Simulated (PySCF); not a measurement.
## Relaxation of doublet PbI₃

Level of theory: UPBE0 in PySCF with Pb def2-SVP with ECP60, I def2-SVP with ECP28; scalar-relativistic core potentials, no spin–orbit coupling; density-fitted integrals. A (50,194) grid was used.

A start displaced from a saddle point along its imaginary mode, of C3v symmetry, held to at least that symmetry:

```xyz
4
charge 0 multiplicity 2, angstrom
Pb    0.0000    0.0000    0.2500
I     2.8712    0.0000   -0.1366
I    -1.4356    2.4865   -0.1366
I    -1.4356   -2.4865   -0.1366
```

Optimiser trace:
```
step  E − E(last) (kJ/mol)  largest gradient (Eh/bohr)
   0                  9.17                     0.00458
   1                  5.46                     0.00521
   2                  2.61                     0.00707
   3                  0.04                     0.00056
   4                  0.00                     0.00005
```

It ends at C3v with Pb–I 2.841 Å (×3); I–Pb–I 110.3° (×3) (after a last refinement on a finer grid). A frequency run shows a minimum. Other isomers or separated fragments may lie lower.

Spin–orbit coupling, left out here, can matter for elements this heavy.

The relaxation took of the order of 80 core-seconds on a shared host.
